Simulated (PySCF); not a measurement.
Job file and geometry (Å, from GFN2-xTB) of an NMR shielding run on SMILES C#C[C@@](C)(C[SiH3])C[SiH2]C, C7H16Si2, PySCF, GIAO PBE0/pcSseg-1 NMR shielding, non-relativistic, gas phase; density fitting, a coarse starting grid and PySCF grid level 2 are the driver's defaults:

```
$ OMP_NUM_THREADS=1 python probes_run.py task.json out

{"job": {"kind": "nmr", "xc": "PBE0", "basis": "pcSseg-1"}, "charge": 0, "multiplicity": 1}
C      2.390577    -0.829488    -2.267355
C      1.569067    -0.836209    -1.396957
C      0.545341    -0.852970    -0.358985
C     -0.166778    -2.210312    -0.434512
C      1.225659    -0.703437     1.009051
Si     2.157256     0.927279     1.311968
C     -0.436119     0.291102    -0.653599
Si    -1.878050     0.547314     0.565303
C     -2.907135     2.006700    -0.076466
H      3.116923    -0.820189    -3.024530
H     -0.673877    -2.322025    -1.390997
H     -0.901502    -2.297007     0.362214
H      0.553277    -3.021225    -0.335011
H      1.933442    -1.529380     1.122070
H      0.469478    -0.839730     1.784837
H      1.219103     2.022819     1.573004
H      3.001212     0.742827     2.496169
H      2.994927     1.260992     0.160735
H      0.137559     1.219618    -0.719123
H     -0.850255     0.124585    -1.652940
H     -2.739336    -0.643308     0.634227
H     -1.402022     0.855664     1.920830
H     -3.752113     2.199180     0.576990
H     -3.299522     1.813462    -1.070770
H     -2.318047     2.917883    -0.127021
```

Q: What does the program print?

A: 
```
coarse grid: 20776 points
cycle   1  E = -854.5110658666  dE =  6.593e-01  |g| = 5.522e-01  |ddm| = 4.438e+00
cycle   2  E = -854.5051690577  dE =  5.897e-03  |g| = 5.688e-01  |ddm| = 1.105e+00
cycle   3  E = -854.5891111068  dE = -8.394e-02  |g| = 6.514e-02  |ddm| = 5.800e-01
cycle   4  E = -854.5895045980  dE = -3.935e-04  |g| = 5.406e-02  |ddm| = 1.035e-01
cycle   5  E = -854.5901876698  dE = -6.831e-04  |g| = 1.322e-02  |ddm| = 4.660e-02
cycle   6  E = -854.5902300637  dE = -4.239e-05  |g| = 2.412e-03  |ddm| = 1.314e-02
cycle   7  E = -854.5902314591  dE = -1.395e-06  |g| = 5.564e-04  |ddm| = 3.529e-03
final grid: 188264 points
cycle   8  E = -854.6452960790  dE = -6.627e-05  |g| = 8.983e-03  |ddm| = 7.495e-02
cycle   9  E = -854.6452854689  dE =  1.061e-05  |g| = 1.096e-02  |ddm| = 1.999e-02
cycle  10  E = -854.6453159368  dE = -3.047e-05  |g| = 2.449e-03  |ddm| = 1.206e-02
cycle  11  E = -854.6453173625  dE = -1.426e-06  |g| = 5.046e-04  |ddm| = 2.184e-03
cycle  12  E = -854.6453174186  dE = -5.609e-08  |g| = 1.369e-04  |ddm| = 5.887e-04
cycle  13  E = -854.6453174231  dE = -4.432e-09  |g| = 3.426e-05  |ddm| = 1.960e-04
cycle  14  E = -854.6453174233  dE = -2.633e-10  |g| = 8.597e-06  |ddm| = 4.582e-05
converged SCF energy = -854.6453174233

GIAO shielding tensors (ppm)
atom      isotropic    diamagn.    paramagn.     s11        s22        s33       span
  0 C      111.094     259.868    -148.774     44.054     52.903    236.325    192.271
  1 C       87.782     266.663    -178.882    -23.017    -14.020    300.382    323.398
  2 C      155.749     235.218     -79.469    149.368    154.625    163.253     13.885
  3 C      149.883     246.003     -96.120    130.351    137.280    182.019     51.668
  4 C      162.235     250.868     -88.633    147.684    150.196    188.824     41.140
  5 Si     428.365     879.834    -451.469    403.373    414.070    467.652     64.279
  6 C      156.350     254.052     -97.702    137.650    144.913    186.488     48.838
  7 Si     402.845     881.421    -478.576    373.971    400.360    434.203     60.231
  8 C      194.495     251.822     -57.327    191.500    193.235    198.750      7.250
  9 H       30.017      35.553      -5.536     24.736     25.090     40.226     15.490
 10 H       30.237      30.339      -0.102     26.847     27.544     36.321      9.473
 11 H       30.303      31.195      -0.892     25.961     29.547     35.401      9.440
 12 H       30.122      30.188      -0.066     26.619     27.839     35.907      9.288
 13 H       30.512      31.320      -0.808     25.737     29.498     36.300     10.564
 14 H       30.739      32.751      -2.013     27.151     29.664     35.401      8.250
 15 H       27.861      30.037      -2.176     23.579     27.824     32.179      8.601
 16 H       28.008      28.748      -0.740     24.404     25.269     34.352      9.948
 17 H       27.428      29.711      -2.283     23.402     27.228     31.655      8.253
 18 H       30.342      34.233      -3.891     26.466     30.902     33.658      7.192
 19 H       30.408      33.617      -3.209     25.762     30.604     34.860      9.098
 20 H       27.495      30.501      -3.007     23.031     27.553     31.899      8.868
 21 H       27.531      30.944      -3.413     23.297     28.134     31.163      7.866
 22 H       31.563      27.284       4.279     26.586     27.974     40.130     13.544
 23 H       31.659      29.838       1.820     26.705     29.590     38.681     11.976
 24 H       31.613      30.650       0.963     26.567     29.974     38.297     11.730
```

Q: Turn these shieldings into chemical shifts. Referencing at the same level of theory: TMS for 13C (σ = 186.93 ppm), 29Si (σ = 349.16 ppm), 1H (σ = 31.72 ppm).

A: Averaging equivalent atoms: C 1: 99.1; C 0: 75.8; C 3: 37.0; C 2: 31.2; C 6: 30.6; C 4: 24.7; C 8: -7.6; Si 7: -53.7; Si 5: -79.2; H 20: 4.22; H 21: 4.19; H 15/16/17: 3.95; H 9: 1.70; H 10/11/12: 1.50; H 18: 1.37; H 19: 1.31; H 13: 1.21; H 14: 0.98; H 22/23/24: 0.11 ppm. 

Size and cost of the density-fitted run: 247 basis functions, 3.2 min wall time on 1 thread of an Intel Xeon, shared host; peak memory 1.1 GiB.
